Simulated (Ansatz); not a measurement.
Steps of a relaxation of `C[Se][Ga]([Cl])[Cl]` with RKS PBE0-D4/def2-TZVP.

```sh
$ ansatz run in.yaml --threads 4 --pin off --events-out ev --progress --plain --max-ram 11315MiB
```

```yaml
crystal:
  periodic: [false, false, false]
  atoms:
    - {symbol: C, position_ang: [-0.560040, -0.874110, 1.084870]}
    - {symbol: Se, position_ang: [0.673990, 0.673860, 1.179700]}
    - {symbol: Ga, position_ang: [0.723350, 1.100960, -1.123790]}
    - {symbol: Cl, position_ang: [-0.400320, -0.094920, -2.442600]}
    - {symbol: Cl, position_ang: [1.886920, 2.641050, -1.935160]}
    - {symbol: H, position_ang: [-0.175040, -1.601710, 0.373670]}
    - {symbol: H, position_ang: [-0.600610, -1.310400, 2.079320]}
    - {symbol: H, position_ang: [-1.548260, -0.534730, 0.783990]}
basis:
  gaussian: {orbitals: def2-TZVP}
hamiltonian: {xc: pbe0, dispersion: d4}
relax: {f_tol: 0.005, max_steps: 150}
```

Positions (Å) and forces (eV/Å) along the path, 15 of 15 steps:

```xyz
8
step=1 energy=-143840.4832 eV
C    -0.560   -0.874    1.085    0.133    0.196   -0.154
Se    0.674    0.674    1.180   -0.186   -0.151   -0.584
Ga    0.723    1.101   -1.124   -0.031   -0.227    1.135
Cl   -0.400   -0.095   -2.443   -0.272   -0.287   -0.325
Cl    1.887    2.641   -1.935    0.316    0.435   -0.225
H    -0.175   -1.602    0.374   -0.038    0.008    0.058
H    -0.601   -1.310    2.079    0.056    0.044    0.073
H    -1.548   -0.535    0.784    0.021   -0.018    0.022
8
step=2 energy=-143840.5212 eV
C    -0.564   -0.879    1.076    0.072    0.071    0.025
Se    0.664    0.659    1.139   -0.047   -0.074   -0.012
Ga    0.732    1.106   -1.108   -0.001   -0.025    0.097
Cl   -0.407   -0.099   -2.447   -0.036   -0.031   -0.093
Cl    1.907    2.673   -1.928    0.015    0.032   -0.019
H    -0.197   -1.637    0.388    0.001    0.039    0.030
H    -0.575   -1.270    2.092   -0.022   -0.011   -0.034
H    -1.560   -0.552    0.789    0.018    0.000    0.007
8
step=3 energy=-143840.5230 eV
C    -0.560   -0.874    1.079    0.013    0.012    0.009
Se    0.669    0.655    1.145    0.001   -0.010    0.000
Ga    0.725    1.094   -1.102   -0.003   -0.003   -0.026
Cl   -0.409   -0.096   -2.468    0.014    0.014    0.009
Cl    1.898    2.667   -1.922   -0.004    0.002    0.002
H    -0.188   -1.628    0.391   -0.013   -0.005    0.018
H    -0.583   -1.273    2.092   -0.006    0.004   -0.019
H    -1.552   -0.543    0.785   -0.002   -0.014    0.007
8
step=4 energy=-143840.5233 eV
C    -0.561   -0.877    1.083    0.004    0.011   -0.005
Se    0.670    0.651    1.139    0.002   -0.010    0.004
Ga    0.727    1.095   -1.107   -0.009   -0.007   -0.019
Cl   -0.405   -0.089   -2.479    0.009    0.007    0.007
Cl    1.898    2.672   -1.923   -0.004   -0.001    0.008
H    -0.192   -1.636    0.400   -0.001   -0.003    0.004
H    -0.584   -1.270    2.098    0.001    0.006   -0.001
H    -1.553   -0.547    0.788   -0.003   -0.002    0.002
8
step=5 energy=-143840.5235 eV
C    -0.561   -0.877    1.085   -0.004    0.001    0.000
Se    0.674    0.647    1.134    0.005   -0.004   -0.005
Ga    0.728    1.093   -1.112   -0.009   -0.003   -0.002
Cl   -0.404   -0.085   -2.488    0.006    0.003    0.004
Cl    1.896    2.678   -1.917   -0.001    0.000    0.002
H    -0.194   -1.644    0.408    0.006    0.000   -0.003
H    -0.586   -1.263    2.102   -0.001    0.000    0.007
H    -1.553   -0.549    0.788   -0.002    0.004   -0.002
8
step=6 energy=-143840.5235 eV
C    -0.560   -0.877    1.085    0.005   -0.004    0.001
Se    0.687    0.636    1.132   -0.003    0.003    0.001
Ga    0.726    1.093   -1.112    0.007   -0.005   -0.001
Cl   -0.402   -0.087   -2.488   -0.003    0.003    0.000
Cl    1.887    2.684   -1.915   -0.002    0.001    0.000
H    -0.195   -1.650    0.414    0.000   -0.001    0.001
H    -0.595   -1.257    2.104   -0.001    0.001   -0.001
H    -1.548   -0.542    0.780   -0.003    0.003   -0.001
8
step=7 energy=-143840.5236 eV
C    -0.559   -0.878    1.084   -0.001    0.000    0.000
Se    0.688    0.635    1.132    0.000    0.000    0.000
Ga    0.727    1.093   -1.112    0.000    0.000    0.000
Cl   -0.408   -0.083   -2.488    0.000    0.001    0.000
Cl    1.888    2.684   -1.915    0.000    0.000    0.000
H    -0.190   -1.654    0.420    0.000    0.000    0.001
H    -0.600   -1.253    2.106    0.000    0.000    0.000
H    -1.545   -0.544    0.772    0.001   -0.001   -0.001
8
step=8 energy=-143840.5236 eV
C    -0.557   -0.880    1.084   -0.011   -0.001   -0.001
Se    0.693    0.632    1.131    0.003   -0.002   -0.001
Ga    0.727    1.093   -1.112   -0.005    0.003    0.001
Cl   -0.420   -0.072   -2.487    0.002    0.000    0.001
Cl    1.888    2.684   -1.915    0.001   -0.001    0.000
H    -0.180   -1.665    0.434   -0.003    0.007    0.004
H    -0.612   -1.243    2.109    0.001    0.002   -0.005
H    -1.538   -0.548    0.755    0.012   -0.007    0.001
8
step=9 energy=-143840.5237 eV
C    -0.555   -0.882    1.084   -0.017   -0.005    0.000
Se    0.696    0.629    1.131    0.003   -0.003   -0.001
Ga    0.725    1.094   -1.112   -0.005    0.001    0.000
Cl   -0.429   -0.065   -2.485    0.002    0.001    0.002
Cl    1.889    2.683   -1.915    0.001   -0.002    0.000
H    -0.172   -1.673    0.445   -0.006    0.013    0.008
H    -0.622   -1.235    2.112    0.002    0.005   -0.013
H    -1.532   -0.552    0.741    0.020   -0.011    0.004
8
step=10 energy=-143840.5237 eV
C    -0.554   -0.882    1.083   -0.015   -0.008    0.002
Se    0.698    0.628    1.131    0.000   -0.002   -0.002
Ga    0.724    1.095   -1.112   -0.002    0.000    0.000
Cl   -0.435   -0.061   -2.484    0.001    0.001    0.002
Cl    1.890    2.682   -1.915    0.000    0.000    0.000
H    -0.167   -1.677    0.450   -0.007    0.014    0.010
H    -0.627   -1.231    2.113    0.001    0.005   -0.016
H    -1.529   -0.554    0.734    0.020   -0.010    0.005
8
step=11 energy=-143840.5237 eV
C    -0.553   -0.884    1.083   -0.009   -0.011    0.001
Se    0.700    0.625    1.130    0.000    0.001    0.003
Ga    0.722    1.097   -1.111    0.000   -0.003   -0.001
Cl   -0.441   -0.056   -2.482    0.000    0.001   -0.001
Cl    1.892    2.681   -1.916   -0.001    0.000    0.001
H    -0.162   -1.682    0.458   -0.007    0.011    0.009
H    -0.633   -1.225    2.114    0.001    0.006   -0.017
H    -1.525   -0.557    0.724    0.017   -0.006    0.005
8
step=12 energy=-143840.5237 eV rejected
C    -0.550   -0.884    1.082   -0.004   -0.018    0.010
Se    0.705    0.623    1.131   -0.005    0.000   -0.006
Ga    0.720    1.097   -1.110    0.005    0.003    0.000
Cl   -0.454   -0.047   -2.479    0.000    0.000    0.002
Cl    1.892    2.678   -1.915    0.001    0.002   -0.002
H    -0.151   -1.689    0.470   -0.007    0.009    0.011
H    -0.645   -1.216    2.115   -0.001    0.005   -0.023
H    -1.517   -0.562    0.705    0.012   -0.001    0.007
8
step=13 energy=-143840.5237 eV
C    -0.551   -0.885    1.083   -0.006   -0.008    0.001
Se    0.702    0.624    1.130    0.001    0.000    0.001
Ga    0.722    1.097   -1.111   -0.001    0.000   -0.001
Cl   -0.447   -0.050   -2.482    0.000    0.000    0.000
Cl    1.892    2.681   -1.916    0.001    0.000    0.001
H    -0.157   -1.686    0.465   -0.003    0.007    0.006
H    -0.639   -1.221    2.115    0.001    0.004   -0.012
H    -1.521   -0.560    0.715    0.008   -0.003    0.004
8
step=14 energy=-143840.5237 eV rejected
C    -0.549   -0.885    1.082    0.004    0.004    0.004
Se    0.705    0.622    1.130   -0.003   -0.001   -0.004
Ga    0.718    1.098   -1.111    0.009   -0.003    0.003
Cl   -0.455   -0.048   -2.479    0.000    0.004    0.000
Cl    1.893    2.679   -1.913   -0.003    0.001   -0.004
H    -0.151   -1.691    0.472    0.006   -0.006   -0.006
H    -0.646   -1.214    2.115   -0.002   -0.003    0.010
H    -1.515   -0.562    0.704   -0.011    0.003   -0.003
8
step=15 energy=-143840.5237 eV
C    -0.551   -0.885    1.083   -0.001   -0.003    0.001
Se    0.703    0.623    1.130    0.000    0.000    0.000
Ga    0.721    1.097   -1.111    0.000    0.000    0.000
Cl   -0.451   -0.048   -2.481    0.000    0.000    0.000
Cl    1.892    2.680   -1.915    0.000    0.000    0.000
H    -0.154   -1.689    0.469    0.000    0.002    0.001
H    -0.643   -1.217    2.115    0.000    0.001   -0.003
H    -1.518   -0.561    0.710    0.000    0.000    0.001
```

It took 2.1 min on 4 threads of an Arm Neoverse V1 on a shared host, with 0.86 GiB of host memory at the peak.
